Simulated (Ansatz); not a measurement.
Problem. Predict a relaxed structure of Cu₂S⁺, charge 1, doublet, at PBE0-D4/def2-TZVP (Ansatz).

Solution. 
```xyz
3

Cu   -0.432    0.478    1.548
Cu   -0.497   -0.494   -1.523
S     0.929    0.017   -0.025
```
Point group C2v (tolerance 0.1 Å). This is one stationary point.

The relaxation made no stability test and no search for a lower SCF solution. The structure comes from a short search, and lower isomers may exist.
